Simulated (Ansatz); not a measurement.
Isolated molecules relaxed with PBE0-D4/def2-TZVP in Ansatz; ΔE leaves out vibrations. CBS: MP2 limit from def2 TZ/QZ plus the TZ coupled-cluster correction, frozen cores. This one scheme is used for every species. Functionals use def2-TZVPP. B3LYP here is the variant with VWN-RPA as its local correlation; programs differ in this. HSE06 is defined as in plane-wave codes. Each species was taken in one conformer, which may not be the lowest.

Reaction (formal exchange of groups at the Si–O bond): `FCOBO[SiH3]` + `OBCl` → `OB([SiH3])Cl` + `OBOCF`

```csv
level,ΔE (kJ/mol),difference from CCSD(T)/CBS
LDA (SPW92),81.2,-24.5
PBE-D4,81.7,-24.0
BLYP-D4,99.1,-6.6
r2SCAN-D4,99.9,-5.8
B97M-V,101.4,-4.3
PBE0-D4,90.3,-15.4
B3LYP-D4,105.0,-0.7
r2SCANh-D4,101.4,-4.3
r2SCAN0-D4,103.7,-2.0
HSE06-D4,90.0,-15.7
BHLYP-D4,115.6,9.9
CAM-B3LYP-D4,109.9,4.2
ωB97X-V,102.8,-2.9
ωB97M-V,105.9,0.2
B2PLYP,109.1,3.4
PBE-QIDH,102.4,-3.3
PBE,81.6,-24.1
BLYP,99.0,-6.7
PBE0,90.2,-15.5
B3LYP,105.1,-0.6
r2SCANh,101.2,-4.5
r2SCAN0,103.4,-2.3
HSE06,90.0,-15.7
CAM-B3LYP,109.9,4.2
LC-ωPBE,96.7,-9.0
RPA@PBE/def2-TZVPP,105.3,-0.4
HF/def2-SVP,115.5,9.8
MP2/def2-SVP,98.9,-6.8
CCSD/def2-SVP,95.0,-10.7
CCSD(T)/def2-SVP,92.3,-13.4
HF/def2-TZVPP,130.4,24.7
SCS-MP2/def2-TZVPP,115.5,9.8
CCSD/def2-TZVPP,108.6,2.9
CCSD(T)/def2-TZVPP,105.2,-0.5
HF/def2-QZVPP,132.7,27.0
MP2/def2-QZVPP,112.9,7.2
SCS-MP2/def2-QZVPP,116.5,10.8
HF/CBS(def2),133.0,27.3
MP2/CBS(def2),112.3,6.6
CCSD/CBS(def2),109.2,3.5
CCSD(T)/CBS,105.7,0
```

Largest T1 diagnostic among the species: 0.013.

From PBE to PBE0 (25 % exact exchange), in def2-TZVPP and without D4, ΔE moves by +8.6 kJ/mol. In def2-TZVPP, CCSD(T) changes the Hartree–Fock value by −25.3 kJ/mol (the triples alone add −3.5 kJ/mol) and MP2 by −18.7 kJ/mol.
